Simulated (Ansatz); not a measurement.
Gas-phase reaction in SMILES: N[SiH2]N + H+ -> N[SiH2][NH3+]
Geometries: B3LYP-D3(BJ)/def2-TZVP minima from Ansatz (a quantum-chemistry and plane-wave program), one conformer each, not searched for the lowest. Frequencies are from Ansatz.
Geometry of the first species:
SMILES: N[SiH2]N
```xyz
9

Si     0.0195    -0.4378    -0.1029
N      1.3660     0.5720    -0.4677
N     -1.3998     0.1869     0.6462
H      0.5367    -1.4591     0.8334
H     -0.4283    -0.9755    -1.4059
H      1.9937     0.8943     0.2518
H      1.3509     1.2078    -1.2495
H     -1.4228     0.4074     1.6293
H     -2.0665     0.7416     0.1328
```

Wanted: proton affinity (0 K, with B3LYP-D3(BJ) harmonic zero-point energies), positive where the reaction releases energy, in kcal/mol. Correlated levels leave the core frozen unless marked. No spin-orbit coupling. No relativistic terms. CBS marks a two-point X^-3 extrapolation of the correlation energy; Hartree-Fock from the larger set.

```csv
level,program,proton affinity (kcal/mol)
HF/cc-pV(D+d)Z,Ansatz,222.1
HF/cc-pwCVTZ,Ansatz,219.3
HF/cc-pV(Q+d)Z,Ansatz,218.5
revPBE-D3(BJ)/def2-TZVPD,Ansatz + dftd3,217.3
```

### Question
Estimate the value at CCSD(T)/CBS(cc-pV(T+d)Z,cc-pV(Q+d)Z) as computed with Ansatz.

### Answer
213.9 kcal/mol
